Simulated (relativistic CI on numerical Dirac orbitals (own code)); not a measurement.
# One change at a time: Yb XLIV

Base calculation: Dirac-Coulomb-Breit CI, KLI orbitals optimised for each configuration, model QED, unscaled Slater integrals.

Configuration list (outside the closed core [Ne]): 3s²3p⁶3d⁹, 3s²3p⁵3d¹⁰, 3s3p⁶3d¹⁰, 3s²3p⁶3d⁸4s, 3s²3p⁶3d⁸4p, 3s²3p⁴3d¹⁰4s, 3s²3p⁶3d⁸4d, 3s²3p⁴3d¹⁰4p, 3s²3p⁵3d⁹4s, 3s²3p⁶3d⁸4f, 3s²3p⁴3d¹⁰4d, 3s3p⁵3d¹⁰4s, 3s²3p⁵3d⁹4p, 3s3p⁵3d¹⁰4p, 3s²3p⁶3d⁷4s², 3s²3p⁵3d⁹4d, 3s3p⁶3d⁹4s, 3s²3p⁶3d⁷4s4p, 3s3p⁵3d¹⁰4d, 3p⁶3d¹⁰4s, 3s²3p⁶3d⁸5s, 3s²3p⁵3d⁹4f, 3s²3p⁶3d⁷4p², 3s²3p⁶3d⁷4s4d, 3s3p⁶3d⁹4p, 3s²3p⁶3d⁸5p, 3p⁶3d¹⁰4p, 3s²3p⁶3d⁸5d, 3s²3p⁵3d⁸4s², 3s²3p⁶3d⁷4p4d, 3p⁶3d¹⁰4d, 3s²3p⁶3d⁸5f, 3s3p⁶3d⁹4d, 3s²3p⁶3d⁸5g, 3s²3p⁵3d⁸4s4p, 3s²3p⁶3d⁷4d². Levels of other configurations are missing.

Variants: (1) QED terms removed. Shifts of the energy above 3s²3p⁶3d⁹ ²D5/2, in eV, for the lowest level and the first level of each name with at least 55 % of one term (blank where a level changes its place among those of its configuration and J or its character, or is not in the variant):

| Level | Base | Δ(1) |
| --- | --- | --- |
| 3s²3p⁶3d⁹ ²D5/2 | 0.00 | 0.00 |
| 3s²3p⁶3d⁹ ²D3/2 | 50.80 | -0.14 |
| 3s²3p⁵3d¹⁰ ²P°3/2 | 406.02 | +0.43 |
| 3s²3p⁵3d¹⁰ ²P°1/2 | 640.62 | +0.16 |
| 3s3p⁶3d¹⁰ ²S1/2 | 857.57 | +3.46 |
| 3s²3p⁶3d⁸4s ⁴F9/2 | 1380.60 | -1.26 |
| 3s²3p⁶3d⁸4s ²F7/2 | 1383.42 | -1.26 |
| 3s²3p⁶3d⁸4s ⁴F7/2 | 1430.65 | -1.40 |
| 3s²3p⁶3d⁸4s ⁴F5/2 | 1431.29 | -1.40 |
| 3s²3p⁶3d⁸4s ²G9/2 | 1444.97 | -1.39 |
| 3s²3p⁶3d⁸4s ²G7/2 | 1445.46 | -1.39 |
| 3s²3p⁶3d⁸4s ²P1/2 | 1445.97 | -1.39 |
| 3s²3p⁶3d⁸4s ⁴F3/2 | 1486.06 | -1.53 |
| 3s²3p⁶3d⁸4p ²P°1/2 | 1493.58 | -0.14 |
| 3s²3p⁶3d⁸4p ⁴G°7/2 | 1517.23 | -0.27 |
| 3s²3p⁶3d⁸4p ⁴P°1/2 | 1529.11 | -0.27 |
| 3s²3p⁶3d⁸4p ²H°9/2 | 1531.08 | -0.27 |
| 3s²3p⁶3d⁸4p ⁴G°11/2 | 1546.27 | -0.23 |
| 3s²3p⁶3d⁸4p ⁴F°9/2 | 1549.14 | -0.23 |
| 3s²3p⁶3d⁸4p ⁴G°9/2 | 1596.41 | -0.36 |
| 3s²3p⁶3d⁸4p ⁴F°7/2 | 1597.98 | -0.36 |
| 3s²3p⁶3d⁸4p ²H°11/2 | 1609.13 | -0.36 |

At this charge energies of transitions that change n are usually good to better than 1 %, and those within a shell (Δn = 0) to a few per cent.

Ionisation energy from the two ground configurations alone: base 3555.71 eV. The NIST ASD value (theoretical) is 3555 eV.

LS names give the leading component of a level, which can be under half, so a name can repeat, a term be missing and a line seem to break the LS rules.
